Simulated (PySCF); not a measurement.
# Ar²⁺ (argon, charge +2) across methods

[Ne] 3s1 3p4 4s1, high-spin 5P determinant (an excited configuration). Computed with PySCF 2.14 in aug-cc-pV(Q+d)Z (7s6p5d3f2g, 89 functions), with no relativity, point nucleus.

```tsv
method	E (hartree)	mean ε 3p α (eV)	mean ε 3p β (eV)	mean ε 4s α (eV)	Σ⟨r²⟩ (bohr²)	⟨S²⟩
revPBE	-524.5412	-43.511	-39.416	-16.318	25.21	6.001
PBE0	-524.4534	-45.677	-40.824	-17.030	25.31	6.001
LDA	-522.9959	-43.437	-39.373	-16.572	25.12	6.001
r2SCAN	-524.5833	-44.421	-39.631	-16.415	25.58	6.002
UHF	-523.98697	-51.377	-43.472	-18.589	25.95	6.002
PBE	-524.4231	-43.511	-39.422	-16.381	25.18	6.001
BHandHLYP	-524.6114	-47.485	-42.266	-17.511	25.47	6.001
LC-wPBE	-524.4629	-48.655	-44.101	-18.975	25.32	6.001
```

Task: Estimate the same row for CAM-B3LYP.

Result: E (hartree) = -524.6192; mean ε 3p α (eV) = -46.966; mean ε 3p β (eV) = -42.509; mean ε 4s α (eV) = -18.031; Σ⟨r²⟩ (bohr²) = 25.30; ⟨S²⟩ = 6.001.

The outer electron is Rydberg-like, and this basis confines it to a smaller radius and binds it less than a complete one would.
